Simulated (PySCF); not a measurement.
Job file and geometry (Å, from GFN2-xTB) of an NMR shielding run on SMILES FC(F)=C(F)[C@]12C[C@](S)(C1)C2, C₇H₇F₃S, GIAO PBE0/pcSseg-1 NMR shielding, non-relativistic, gas phase (PySCF); density fitting, a coarse starting grid and PySCF grid level 2 are the driver's defaults:

```
{"job": {"kind": "nmr", "xc": "PBE0", "basis": "pcSseg-1"}, "charge": 0, "multiplicity": 1}
F      2.679539    -0.386621    -1.344048
C      2.746396    -0.255144    -0.024862
F      3.998802    -0.354802     0.391964
C      1.680599    -0.052454     0.742632
F      1.855400     0.067491     2.074298
C      0.288669     0.058260     0.274916
C     -0.241896    -0.075967    -1.162917
C     -1.470281     0.203334    -0.271908
S     -3.179386     0.381862    -0.795831
C     -0.641600     1.284832     0.437130
C     -0.901905    -0.813535     0.737439
H     -0.179022    -1.061088    -1.618423
H      0.043743     0.700011    -1.867558
H     -3.260868    -0.839026    -1.320480
H     -0.938193     1.546217     1.449170
H     -0.387465     2.167413    -0.144127
H     -1.213239    -0.708058     1.772662
H     -0.888051    -1.856406     0.429599
```

Problem. Write the output of this run.

Solution. 
```
coarse grid: 16824 points
cycle   1  E = -967.5540984459  dE =  2.071e+00  |g| = 7.676e-01  |ddm| = 4.175e+00
cycle   2  E = -967.4324572547  dE =  1.216e-01  |g| = 1.164e+00  |ddm| = 1.497e+00
cycle   3  E = -967.6618252390  dE = -2.294e-01  |g| = 9.015e-02  |ddm| = 9.404e-01
cycle   4  E = -967.6629190506  dE = -1.094e-03  |g| = 5.373e-02  |ddm| = 1.369e-01
cycle   5  E = -967.6634538770  dE = -5.348e-04  |g| = 1.223e-02  |ddm| = 5.898e-02
cycle   6  E = -967.6634791468  dE = -2.527e-05  |g| = 5.078e-03  |ddm| = 1.552e-02
cycle   7  E = -967.6634845074  dE = -5.361e-06  |g| = 1.281e-03  |ddm| = 5.455e-03
final grid: 162624 points
cycle   8  E = -967.7504987538  dE = -5.941e-05  |g| = 1.153e-02  |ddm| = 6.556e-02
cycle   9  E = -967.7504577747  dE =  4.098e-05  |g| = 1.790e-02  |ddm| = 3.078e-02
cycle  10  E = -967.7505295332  dE = -7.176e-05  |g| = 1.514e-03  |ddm| = 1.943e-02
cycle  11  E = -967.7505300032  dE = -4.700e-07  |g| = 4.437e-04  |ddm| = 1.665e-03
cycle  12  E = -967.7505300447  dE = -4.149e-08  |g| = 1.522e-04  |ddm| = 5.690e-04
cycle  13  E = -967.7505300492  dE = -4.460e-09  |g| = 4.273e-05  |ddm| = 1.917e-04
cycle  14  E = -967.7505300496  dE = -3.752e-10  |g| = 9.752e-06  |ddm| = 4.518e-05
converged SCF energy = -967.7505300496

GIAO shielding tensors (ppm)
atom      isotropic    diamagn.    paramagn.     s11        s22        s33       span
  0 F      299.469     476.695    -177.226    257.898    305.931    334.579     76.681
  1 C       18.737     251.121    -232.383    -41.378     41.436     56.154     97.532
  2 F      272.773     468.541    -195.767    252.893    276.437    288.990     36.097
  3 C       50.756     242.461    -191.705     15.104     52.129     85.033     69.929
  4 F      368.409     471.457    -103.048    309.202    371.572    424.453    115.251
  5 C      151.699     250.458     -98.759    138.136    143.031    173.931     35.795
  6 C      127.346     248.505    -121.158    115.171    132.268    134.599     19.428
  7 C      144.666     258.040    -113.375    125.248    133.265    175.483     50.235
  8 S      554.990    1054.125    -499.135    375.007    482.340    807.623    432.616
  9 C      130.722     251.158    -120.435    121.529    128.987    141.651     20.122
 10 C      125.529     251.683    -126.154    115.804    128.205    132.579     16.775
 11 H       29.854      32.459      -2.605     26.760     28.385     34.418      7.659
 12 H       29.663      31.950      -2.286     26.769     27.870     34.351      7.582
 13 H       29.547      28.648       0.899     22.087     28.032     38.522     16.435
 14 H       29.570      32.018      -2.448     26.697     27.156     34.856      8.159
 15 H       29.899      31.780      -1.881     26.828     27.427     35.443      8.615
 16 H       29.534      32.337      -2.803     26.628     27.629     34.344      7.717
 17 H       30.036      32.583      -2.547     27.445     27.673     34.989      7.544
```

Size and cost of the density-fitted run: 229 basis functions, 62 s wall time on 1 thread of an x86-64 server CPU, shared host.
